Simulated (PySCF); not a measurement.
Compound: C₆H₅N₂O (doublet state).
Geometry (GFN2-xTB, Å), atoms numbered from 1 in this order:
```xyz
14
C6H5N2O angstrom
C     -2.430    0.308    0.450
N     -1.778   -0.748    0.258
C     -0.412   -0.738   -0.109
C      0.429   -1.296    1.054
C      1.323   -0.396    1.331
C      1.271    0.802    0.441
C      2.485    0.912   -0.356
N      3.432    0.980   -0.989
O      0.141    0.550   -0.399
H     -3.468    0.207    0.727
H     -2.023    1.313    0.344
H     -0.302   -1.394   -0.986
H      0.206   -2.243    1.496
H      1.126    1.742    0.996
```

The hyperfine couplings belong to this conformer and change with its torsions.

As a line formula: `[C@@H]1(C#N)[C]=C[C@H](O1)N=C` [radical].

Computed, not measured: UKS B3LYP, pcH-1 on C H N O, non-relativistic, mean-field spin-orbit, GIAO (PySCF 2.14.0). One conformer (not necessarily the lowest) at the GFN2-xTB geometry, without solvent, vibrations or thermal averaging. Couplings are sensitive to structure, and on GFN2-xTB geometries they can be far from those on DFT ones. Stability of the SCF solution: not tested.

(1) What is the g tensor, term by term?

(2) At 9.786 GHz, how far is the centre of the isotropic spectrum from where a free electron (g = 2.002319) resonates?

(3) Average each term over the three axes. Which is largest in size?

(4) In a frozen sample, at which fields do the three g values resonate at 9.5, 34, 94 and 263 GHz (hyperfine left aside), and which band first spreads them over more than twice a line width of 0.3 mT?

## Answers

(1) 
```json
{"Δg (ppm)": "relativistic mass correction", "1": "-171", "2": "-171", "3": "-171"}
{"Δg (ppm)": "gauge correction", "1": "41", "2": "10", "3": "-5"}
{"Δg (ppm)": "orbital Zeeman/spin–orbit", "1": "-431", "2": "-33", "3": "465"}
{"Δg (ppm)": "total", "1": "-562", "2": "-194", "3": "288"}
```

So g = 2.00176, 2.00213, 2.00261 and g_iso = 2.00216; the tensor is rhombic: the two nearest values differ by 43 % of g3 − g1. Axes: g1 points within 13° of the C4–H13 bond.

(2) B = hν/(g μB) with μB/h = 13.99624 MHz/mT gives 349.19 mT for the free electron and 349.22 mT at g_iso, 0.03 mT higher.

(3) The mass correction -171, the gauge correction 15 and the orbital-Zeeman/spin–orbit term 0 ppm, for a total of -156 ppm. The mass correction is the largest in size. The mass correction is the same along every axis, so the anisotropy comes from the other two: their spans along these axes are 46 (gauge) and 896 ppm (orbital Zeeman/spin–orbit).

(4) 
```json
{"band": "X", "GHz": "9.5", "B(g3) mT": "338.93", "B(g2) mT": "339.02", "B(g1) mT": "339.08", "spread mT": "0.14"}
{"band": "Q", "GHz": "34.0", "B(g3) mT": "1213.03", "B(g2) mT": "1213.32", "B(g1) mT": "1213.55", "spread mT": "0.52"}
{"band": "W", "GHz": "94.0", "B(g3) mT": "3353.67", "B(g2) mT": "3354.48", "B(g1) mT": "3355.10", "spread mT": "1.42"}
{"band": "J", "GHz": "263.0", "B(g3) mT": "9383.14", "B(g2) mT": "9385.40", "B(g1) mT": "9387.13", "spread mT": "3.99"}
```

The spread grows in proportion to the frequency. W band is the first where it exceeds 0.6 mT.

The Mulliken spin populations are largest on C5 (+0.99), C4 (-0.13) and C3 (+0.08). No atom but C5 exceeds +0.15. The positive populations add up to 1.16 and the negative ones to -0.16, together 2S = 1.

The HOMO–LUMO gaps are 6.55 eV among the α and 3.81 eV among the β orbitals.
